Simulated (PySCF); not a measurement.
# Relaxation of quartet ReOF2

Computed with UPBE0/[Re def2-SVP with ECP60, O def2-SVP, F def2-SVP], scalar-relativistic core potentials, density fitting, no spin–orbit coupling, PySCF. A (50,194) grid was used.

A hand-made T-shaped (ligand arrangement 2) start, of C2v symmetry, held to at least that symmetry:

```xyz
4
charge 0 multiplicity 4, angstrom
Re    0.0000    0.0000   -0.1276
O     0.0000    0.0000    1.6324
F     1.9488    0.0000   -0.0595
F    -1.9488    0.0000   -0.0595
```

Optimiser trace:
```csv
step,E − E(last) (kJ/mol),largest gradient (Eh/bohr)
0,136.02,0.12065
1,62.75,0.04685
2,21.94,0.01404
3,3.68,0.00878
4,0.25,0.00523
5,0.15,0.00504
6,0.00,0.00049
7,0.00,0.00003
```

It ends at C2v with Re–F 1.867 Å (×2), Re–O 1.703 Å; F–Re–F 133.4°, F–Re–O 113.3° (×2). A frequency run shows a minimum.

Final geometry:
```xyz
4
charge 0 multiplicity 4, angstrom
Re    0.0000    0.0000    0.0031
O     0.0000    0.0000    1.7064
F     1.7153    0.0000   -0.7349
F    -1.7153    0.0000   -0.7349
```

Other spin states or occupations of the open shell can lie lower. At this level a doublet minimum of C2v symmetry lies 42 kJ/mol below this structure. Spin–orbit coupling, left out here, can matter for elements this heavy.

The relaxation took of the order of 40 core-seconds on a shared host.
